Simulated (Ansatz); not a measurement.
Consider the formal exchange of groups at a C–Cl bond: `ClC[CH2][GeH3]` + `C#C` → `C#CC[CH2][GeH3]` + HCl.

Calculated with Ansatz (gas phase, PBE0-D4/def2-TZVP geometries, no zero-point term in ΔE). CBS: MP2 limit from def2 TZ/QZ plus the TZ coupled-cluster correction, frozen cores. This one scheme is used for every species. Functionals use def2-TZVPP. B3LYP here is the variant with VWN-RPA as its local correlation; programs differ in this. For Ge outer-core shells are correlated without core-valence functions, which leaves a few kJ/mol of doubt a bond. Scalar relativity is left out up to krypton. One conformer a species, not always the lowest.

`ClC[CH2][GeH3]`:

Z-matrix (Å, degrees):
```
C
C 1 1.510
Cl 1 1.789 2 112.0
H 1 1.090 2 111.8 3 119.0
H 1 1.090 2 112.0 3 -118.8
Ge 2 1.969 1 114.5 3 -59.5
H 2 1.095 1 108.3 3 -179.5
H 2 1.093 1 110.4 3 63.5
H 6 1.540 2 108.5 1 -159.9
H 6 1.540 2 109.0 1 -41.5
H 6 1.534 2 111.9 1 79.9
```

`C#C`:

Cartesian coordinates in Å:
```
C -0.573 0.126 0.118
C 0.573 -0.126 -0.118
H -1.592 0.350 0.329
H 1.592 -0.350 -0.329
```

`C#CC[CH2][GeH3]`:

Cartesian coordinates in Å:
```
C 0.797 2.241 2.113
C 0.666 1.571 1.126
C 0.488 0.736 -0.051
C -0.386 -0.490 0.224
Ge -0.627 -1.623 -1.359
H 0.916 2.839 2.985
H 0.048 1.342 -0.851
H 1.473 0.423 -0.415
H -1.370 -0.175 0.578
H 0.057 -1.094 1.018
H -1.509 -2.836 -1.020
H 0.741 -2.121 -1.860
H -1.295 -0.814 -2.487
```

HCl:

```xyz
2

Cl   -0.024    0.593    0.238
H     0.024   -0.593   -0.238
```

| level | ΔE (kJ/mol) |
| --- | --- |
| PBE0 | -44.0 |
| B3LYP | -40.2 |
| HF/def2-TZVPP | -39.7 |
| CCSD/def2-TZVPP | -41.6 |

Task: What does CCSD(T)/CBS give? (Best estimate.)

Result: Ansatz gave: -37.6 kJ/mol. The listed levels differ from it by -6.4, -2.6, -2.1, -4.0 kJ/mol.

Largest T1 diagnostic among the species: 0.013.

CCSD(T)/CBS has its own doubt, a few kJ/mol and more with outer-core shells, so smaller differences from it don't rank the levels.
